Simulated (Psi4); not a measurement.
H₂AlO₂ (SMILES [OH][Al][OH]), doublet, at a GFN2-xTB geometry (such geometries of metal compounds can be far from the true shape) (the spin is typed, not shown lowest), atoms displaced at random by about 0.03 Å a coordinate; Psi4 with R2SCAN/6-31G, gradient.

The Psi4 input:
```
memory 2 GB

molecule mol {
0 2
Al    0.008418   -0.269146   -0.040728
O     1.121157    0.365341   -1.033750
H     1.864797    0.768705   -1.612641
O    -1.203584   -0.022288    1.084247
H    -1.901755    0.132205    1.667519
symmetry c1
no_reorient
no_com
}

set {
  basis 6-31g
  reference uks
}

gradient('r2scan')
print_variables()
```

Output, abridged:

```
gradient() will perform analytic gradient computation.

   => Loading Basis Set <=

    Name: 6-31G
    Role: ORBITAL
    Keyword: BASIS

         ---------------------------------------------------------
                                   SCF
               by Justin Turney, Rob Parrish, Andy Simmonett
                          and Daniel G. A. Smith
                              UKS Reference
         ---------------------------------------------------------

  ==> Geometry <==

    Molecular point group: c1
    Full point group: C1

    Geometry (in Angstrom), charge = 0, multiplicity = 2:

       Center              X                  Y                   Z               Mass
    ------------   -----------------  -----------------  -----------------  -----------------
         AL           0.008418000000    -0.269146000000    -0.040728000000    26.981538530000
         O            1.121157000000     0.365341000000    -1.033750000000    15.994914619570
         H            1.864797000000     0.768705000000    -1.612641000000     1.007825032230
         O           -1.203584000000    -0.022288000000     1.084247000000    15.994914619570
         H           -1.901755000000     0.132205000000     1.667519000000     1.007825032230

  Running in c1 symmetry.

  Rotational constants: A =      4.94223  B =      0.18105  C =      0.17472 [cm^-1]
  Rotational constants: A = 148164.38361  B =   5427.74748  C =   5237.97563 [MHz]
  Nuclear repulsion =   93.696113532727637

  Charge       = 0
  Multiplicity = 2
  Electrons    = 31
  Nalpha       = 16
  Nbeta        = 15

  ==> Algorithm <==

  SCF Algorithm Type is DF.
  DIIS enabled.
  MOM disabled.
  Fractional occupation disabled.
  Guess Type is SAD.
  Energy threshold   = 1.00e-08
  Density threshold  = 1.00e-08
  Integral threshold = 1.00e-12

  ==> Primary Basis <==

  Basis Set: 6-31G
    Blend: 6-31G
    Number of shells: 21
    Number of basis functions: 35
    Number of Cartesian functions: 35
    Spherical Harmonics?: false
    Max angular momentum: 1

  ==> DFT Potential <==

   => LibXC <=

    Version 7.1.2
    S. Lehtola, C. Steigemann, M. J. T. Oliveira, and M. A. L. Marques,  SoftwareX 7, 1–5 (2018) (10.1016/j.softx.2017.11.002)

   => Composite Functional: R2SCAN <=

    r2SCAN Meta-GGA XC Functional  (0.1021/acs.jpclett.0c02405)
    J. W. Furness, A. D. Kaplan, J. Ning, J. P. Perdew, J. Sun  J. Phys. Chem. Lett.  11, 8208–8215, 2020

    Deriv               =              1
    GGA                 =           TRUE
    Meta                =           TRUE

    Exchange Hybrid     =          FALSE
    MP2 Hybrid          =          FALSE

   => Exchange Functionals <=

    1.0000   XC_MGGA_X_R2SCAN

   => Correlation Functionals <=

    1.0000   XC_MGGA_C_R2SCAN

   => LibXC Density Thresholds  <==

    XC_MGGA_C_R2SCAN:  1.00E-15
    XC_MGGA_X_R2SCAN:  1.00E-11

   => Molecular Quadrature <=

    Radial Scheme          =       TREUTLER
    Pruning Scheme         =           NONE
    Nuclear Scheme         =       TREUTLER

    Blocking Scheme        =         OCTREE
    BS radius alpha        =              1
    Pruning alpha          =              1
    Radial Points          =             75
    Spherical Points       =            302
    Total Points           =         109484
    Total Blocks           =            869
    Max Points             =            256
    Max Functions          =             34
    Weights Tolerance      =       1.00E-15

   => Loading Basis Set <=

    Name: (6-31G AUX)
    Role: JKFIT
    Keyword: DF_BASIS_SCF

  ==> Integral Setup <==

  SCF_SUBTYPE=INCORE selected. In-core MEM_DF algorithm will be used.
  Using in-core AOs.

  ==> MemDFJK: Density-Fitted J/K Matrices <==

    J tasked:                   Yes
    K tasked:                    No
    wK tasked:                   No
    Algorithm:                 Core
    Schwarz Cutoff:           1E-12
    Mask sparsity (%):       2.2857
    Fitting Condition:        1E-10

   => Auxiliary Basis Set <=

  Basis Set: (6-31G AUX)
    Blend: CC-PVDZ-JKFIT
    Number of shells: 102
    Number of basis functions: 342
    Number of Cartesian functions: 342
    Spherical Harmonics?: false
    Max angular momentum: 3

  Minimum eigenvalue in the overlap matrix is 3.5172888940E-02.
  Reciprocal condition number of the overlap matrix is 9.7204920342E-03.
    Using symmetric orthogonalization.

  ==> Pre-Iterations <==

  SCF Guess: Superposition of Atomic Densities via on-the-fly atomic UHF (no occupation information).

   -------------------------
    Irrep   Nso     Nmo
   -------------------------
     A         35      35
   -------------------------
    Total      35      35
   -------------------------

  ==> Iterations <==

                           Total Energy        Delta E     RMS |[F,P]|

   @DF-UKS iter SAD:  -393.37839949567461   -3.93378e+02   0.00000e+00
   @DF-UKS iter   1:  -393.48208515345357   -1.03686e-01   3.09633e-02 ADIIS/DIIS
   @DF-UKS iter   2:  -391.32407340456473    2.15801e+00   6.32346e-02 ADIIS/DIIS
   @DF-UKS iter   3:  -393.89552536425009   -2.57145e+00   9.78653e-03 ADIIS/DIIS
   @DF-UKS iter   4:  -393.93625636401896   -4.07310e-02   2.09633e-03 ADIIS/DIIS
   @DF-UKS iter   5:  -393.93821057515186   -1.95421e-03   9.51601e-04 ADIIS/DIIS
   @DF-UKS iter   6:  -393.93871368103288   -5.03106e-04   1.21292e-04 ADIIS/DIIS
   @DF-UKS iter   7:  -393.93872240910093   -8.72807e-06   1.65133e-05 DIIS
   @DF-UKS iter   8:  -393.93872260685760   -1.97757e-07   3.07037e-06 DIIS
   @DF-UKS iter   9:  -393.93872261454078   -7.68318e-09   6.19894e-07 DIIS
   @DF-UKS iter  10:  -393.93872261496790   -4.27121e-10   1.17889e-07 DIIS
   @DF-UKS iter  11:  -393.93872261498774   -1.98384e-11   2.37300e-08 DIIS
   @DF-UKS iter  12:  -393.93872261498859   -8.52651e-13   3.19020e-09 DIIS
  Energy and wave function converged.

  ==> Post-Iterations <==

   Electrons on quadrature grid:
[...]
    ---------------------

    Alpha Occupied:

[...]
      16A     -0.150088

    Alpha Virtual:

[...]
      35A      1.623131

    Beta Occupied:

[...]
    Beta Virtual:

[...]
    Final Occupation by Irrep:
              A
    DOCC [    15 ]
    SOCC [     1 ]
    NA   [    16 ]
    NB   [    15 ]

  @DF-UKS Final Energy:  -393.93872261498859

   => Energetics <=

    Nuclear Repulsion Energy =             93.6961135327276367
    One-Electron Energy =                -732.3864116875724903
    Two-Electron Energy =                 281.3488356158873103
    DFT Exchange-Correlation Energy =     -36.5972600760310058
    Empirical Dispersion Energy =           0.0000000000000000
    VV10 Nonlocal Energy =                  0.0000000000000000
    Total Energy =                       -393.9387226149885919

  UHF NO Occupations:
  HONO-2 :   14  A 1.9992007
  HONO-1 :   15  A 1.9980633
  HONO-0 :   16  A 1.0000000
  LUNO+0 :   17  A 0.0019367
  LUNO+1 :   18  A 0.0007993
  LUNO+2 :   19  A 0.0000730
  LUNO+3 :   20  A 0.0000410

Computation Completed

Properties will be evaluated at   0.000000,   0.000000,   0.000000 [a0]

Properties computed using the SCF density matrix

 Multipole Moments:

 ------------------------------------------------------------------------------------
     Multipole            Electronic (a.u.)      Nuclear  (a.u.)        Total (a.u.)
 ------------------------------------------------------------------------------------

 L = 1.  Multiply by 2.5417464519 to convert [e a0] to [Debye]
 Dipole X            :          1.1638985           -1.1091559            0.0547426
 Dipole Y            :          0.2575133            0.2767239            0.5342373
 Dipole Z            :          0.1254151           -0.1334336           -0.0080185
 Magnitude           :                                                    0.5370945

 ------------------------------------------------------------------------------------

         ------------------------------------------------------------
                                   SCF GRAD
                          Rob Parrish, Justin Turney,
                       Andy Simmonett, and Alex Sokolov
         ------------------------------------------------------------

  ==> Geometry <==

    Molecular point group: c1
    Full point group: C1

    Geometry (in Angstrom), charge = 0, multiplicity = 2:

       Center              X                  Y                   Z               Mass
    ------------   -----------------  -----------------  -----------------  -----------------
         AL           0.008418000000    -0.269146000000    -0.040728000000    26.981538530000
         O            1.121157000000     0.365341000000    -1.033750000000    15.994914619570
         H            1.864797000000     0.768705000000    -1.612641000000     1.007825032230
         O           -1.203584000000    -0.022288000000     1.084247000000    15.994914619570
         H           -1.901755000000     0.132205000000     1.667519000000     1.007825032230

  Nuclear repulsion =   93.696113532727637

  ==> Basis Set <==

  Basis Set: 6-31G
    Blend: 6-31G
    Number of shells: 21
    Number of basis functions: 35
    Number of Cartesian functions: 35
    Spherical Harmonics?: false
    Max angular momentum: 1

  ==> DFJKGrad: Density-Fitted SCF Gradients <==

    Gradient:                    1
    J tasked:                  Yes
    K tasked:                   No
    wK tasked:                  No
    Integrals threads:           1
    Schwarz Cutoff:          1E-12
    Fitting Condition:       1E-10

   => Auxiliary Basis Set <=

  Basis Set: (6-31G AUX)
    Blend: CC-PVDZ-JKFIT
    Number of shells: 102
    Number of basis functions: 342
    Number of Cartesian functions: 342
    Spherical Harmonics?: false
    Max angular momentum: 3

  ==> DFT Potential <==

   => LibXC <=

    Version 7.1.2
    S. Lehtola, C. Steigemann, M. J. T. Oliveira, and M. A. L. Marques,  SoftwareX 7, 1–5 (2018) (10.1016/j.softx.2017.11.002)

   => Composite Functional: R2SCAN <=

    r2SCAN Meta-GGA XC Functional  (0.1021/acs.jpclett.0c02405)
    J. W. Furness, A. D. Kaplan, J. Ning, J. P. Perdew, J. Sun  J. Phys. Chem. Lett.  11, 8208–8215, 2020

    Deriv               =              1
    GGA                 =           TRUE
    Meta                =           TRUE

    Exchange Hybrid     =          FALSE
    MP2 Hybrid          =          FALSE

   => Exchange Functionals <=

    1.0000   XC_MGGA_X_R2SCAN

   => Correlation Functionals <=

    1.0000   XC_MGGA_C_R2SCAN

   => LibXC Density Thresholds  <==

    XC_MGGA_C_R2SCAN:  1.00E-15
    XC_MGGA_X_R2SCAN:  1.00E-11

   => Molecular Quadrature <=

    Radial Scheme          =       TREUTLER
    Pruning Scheme         =           NONE
    Nuclear Scheme         =       TREUTLER

    Blocking Scheme        =         OCTREE
    BS radius alpha        =              1
    Pruning alpha          =              1
    Radial Points          =             75
    Spherical Points       =            302
    Total Points           =         109484
    Total Blocks           =            869
    Max Points             =            256
    Max Functions          =             34
    Weights Tolerance      =       1.00E-15

  -Total Gradient:
     Atom            X                  Y                   Z
    ------   -----------------  -----------------  -----------------
       1        0.024510495200     0.042957755019    -0.020293323209
       2       -0.073949599766    -0.051797719320     0.059385521279
       3        0.044315430991     0.022108332859    -0.034058419349
       4       -0.023258900344    -0.005660363817     0.019178556033
       5        0.028246986050    -0.007582389754    -0.024103698500

  Variable Map:
  ----------------------------------------------------------------------------
[...]
  Array Variable Map:
  ----------------------------------------------------------------------------
[...]
[...]
```
